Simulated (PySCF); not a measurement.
A GIAO shielding run with PySCF 2.14.0 with density-fitted response routines (density fitting, non-relativistic, gas phase) on SMILES C1C[C@@]2([C@H](C)[C@H]2F)S[SiH2]1, C6H11FSSi:

```
$ OMP_NUM_THREADS=1 python probes_run.py task.json out

{"job": {"kind": "nmr", "xc": "PBE0", "basis": "pcSseg-1"}, "charge": 0, "multiplicity": 1}
C     -2.493694    -0.616996    -0.953973
C     -1.481409    -0.949604     0.112615
C     -1.050738     0.066086     1.126990
F     -0.922841    -0.307654     2.429763
C     -0.070653    -0.418969     0.097167
C      0.451526     0.541146    -0.944850
C      1.700753     1.232694    -0.400137
Si     2.776473    -0.107977     0.423706
S      1.227748    -1.575357     0.624261
H     -2.454868     0.435328    -1.223223
H     -3.495498    -0.842598    -0.594186
H     -2.307598    -1.209858    -1.847377
H     -1.566708    -1.958467     0.499498
H     -1.416630     1.086298     1.071378
H     -0.316736     1.271639    -1.205960
H      0.701781    -0.024674    -1.846157
H      2.221278     1.761548    -1.196590
H      1.405963     1.977060     0.341600
H      3.285482     0.298172     1.726540
H      3.801220    -0.647140    -0.461069
```

Hardware: 1 thread of an Arm Neoverse N1, shared host. The job also computes population analyses, field gradients, ring-centre shieldings.

(1) How large is the calculation?

(2) How long does it take, and how much memory does it need?

## Answers

(1) 86 electrons, 222 basis functions and 1195 auxiliary functions.

(2) 110 s of wall time, with 14 SCF cycles and 5 response iterations; peak memory 1 GiB. Times on a shared host scatter by some tens of per cent.
